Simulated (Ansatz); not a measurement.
Basis-set extrapolation for BH3S3, SMILES `SB(S)S` (PBE0-D4/def2-TZVP geometry, frozen core, Ansatz 0.2.0). Multiplicity 1, RHF reference.

```json
{"": "HF", "def2-TZVPP": "-1219.157007", "def2-QZVPP": "-1219.191294"}
{"": "MP2 correlation", "def2-TZVPP": "-0.633034", "def2-QZVPP": "-0.686686"}
{"": "CCSD(T) correlation", "def2-TZVPP": "-0.720663", "def2-QZVPP": "not run"}
```

Energies in hartree. Use E(X) = E(∞) + A·exp(−7.88·√X) for Hartree–Fock and E(X) = E(∞) + B·X^(−2.97) for correlation, with X = 3 and 4, and add CCSD(T) minus MP2 of the smaller set to the MP2 limit.

Problem. What is the CCSD(T) energy at the basis-set limit?

Solution. HF limit: -1219.191294 + (-0.034287) × 0.13774 = -1219.19602. MP2 limit: -0.686686 + (-0.053652) × 0.74074 = -0.72643. Higher-order term: -0.720663 − (-0.633034) = -0.08763. Total: -1220.01008 hartree, 83.1 kcal/mol below CCSD(T)/def2-TZVPP.
